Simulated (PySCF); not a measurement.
PySCF job for AlF₂, SMILES [F][Al+][F], charge +1, PBE0/pcJ-1. Geometry optimised at B3LYP-D3(BJ)/def2-TZVP. The multiplicity is an assumed one; other spin states were not compared. The isomer is the one that the SMILES or the coordinates give; other isomers of the formula were not compared.

```python
import numpy as np
from pyscf import gto, scf, dft
from pyscf.prop.ssc import rks as ssc

mol = gto.M(
    atom='''
    Al    0.00000000    0.00000000    0.00000000
    F     0.00000000    0.00000000   -1.59180754
    F     0.00000000    0.00000000    1.59180754
    ''',
    basis='pcJ-1',
    charge=1,
    spin=0,
    max_memory=1600,
    verbose=3,
)
mf = dft.RKS(mol, xc='pbe0')
mf.grids.level = 3
mf.conv_tol = 1e-10
mf.max_cycle = 100
mf.kernel()
j = ssc.SSC(mf)
j.with_fcsd = True
j.max_cycle_cphf = 80
j.conv_tol = 1e-7
e11 = j.kernel()
```

Log of the run:

```
converged SCF energy = -439.934087891363
Reduced spin-spin coupling constant K (Hz)
               #0        #1        #2
        0 Al   0.00000
        1 F  -70.37032   0.00000
        2 F  -70.36922  -5.59042   0.00000
Spin-spin coupling constant J (Hz)
               #0        #1        #2
        0 Al   0.00000
        1 F  -538.92639   0.00000
        2 F  -538.91793 -154.54033   0.00000
```

Self-consistency was reached.
